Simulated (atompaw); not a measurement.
## How hard is this W PAW (atompaw) potential?

- Element: tungsten (W)
- Generator: atompaw 4.2.0.5
- Type: PAW
- Functional: LDA (PW92)
- Relativity: scalar-relativistic
- Frozen core: [Kr] 4d10 4f14 5s2
- Valence charge: 12
- Reference configuration: 5p6 5d4 6s0 6p0 (charge +2)
- Partial waves: 6s (bound, empty): rc 2.80 bohr; 6s channel at -0.9 Ry: rc 2.80 bohr; 5p (bound): rc 1.60 bohr; 6p (bound, empty): rc 1.85 bohr; 5d (bound): rc 2.80 bohr; 5d channel at 3.65 Ry: rc 2.80 bohr
- Local potential: ultrasoft scheme with l = 3 at 0 Ry, radius 2.25 bohr
- Core correction: smooth core density matched at 1.40 bohr
- Augmentation charge: besselshape compensation charge, radius 2.65 bohr; PAW radius 2.80 bohr; waves and projectors: custom rrkj vanderbiltortho

The pseudo-atom Hamiltonian at the reference potential is diagonalised in spherical Bessel functions j_l(qr) that vanish at 20 bohr, with q² up to the cutoff. All-electron valence levels (Ry): 6s -1.4433, 5p -4.3797, 6p -0.9677, 5d -1.4844.

How do the lowest levels (Ry) of each channel move with the cutoff, and are there ghosts?

```json
{"cutoff (Ry)": "8", "s #1": "-1.4431", "p #1": "-3.9199", "p #2": "-0.8460", "p #3": "-0.3614", "d #1": "-1.3975", "f #1": "-0.3134", "Σ f·Δε (mRy)": "3106.9"}
{"cutoff (Ry)": "15", "s #1": "-1.4432", "p #1": "-4.3124", "p #2": "-0.9184", "p #3": "-0.3823", "d #1": "-1.4841", "f #1": "-0.3149", "Σ f·Δε (mRy)": "405.9"}
{"cutoff (Ry)": "25", "s #1": "-1.4433", "p #1": "-4.3735", "p #2": "-0.9518", "p #3": "-0.3925", "d #1": "-1.4844", "f #1": "-0.3150", "Σ f·Δε (mRy)": "37.7"}
{"cutoff (Ry)": "35", "s #1": "-1.4433", "p #1": "-4.3792", "p #2": "-0.9667", "p #3": "-0.3974", "d #1": "-1.4844", "f #1": "-0.3150", "Σ f·Δε (mRy)": "3.2"}
{"cutoff (Ry)": "50", "s #1": "-1.4433", "p #1": "-4.3795", "p #2": "-0.9675", "p #3": "-0.3977", "d #1": "-1.4845", "f #1": "-0.3150", "Σ f·Δε (mRy)": "1.4"}
{"cutoff (Ry)": "70", "s #1": "-1.4433", "p #1": "-4.3797", "p #2": "-0.9676", "p #3": "-0.3977", "d #1": "-1.4845", "f #1": "-0.3150", "Σ f·Δε (mRy)": "0.3"}
{"cutoff (Ry)": "400", "s #1": "-1.4433", "p #1": "-4.3798", "p #2": "-0.9677", "p #3": "-0.3977", "d #1": "-1.4845", "f #1": "-0.3150", "Σ f·Δε (mRy)": "0.0"}
```

Result: no extra level below or beside the all-electron valence levels (s, p, d, f tested); 10 mRy is reached at 30 Ry and 1 mRy at 55 Ry.
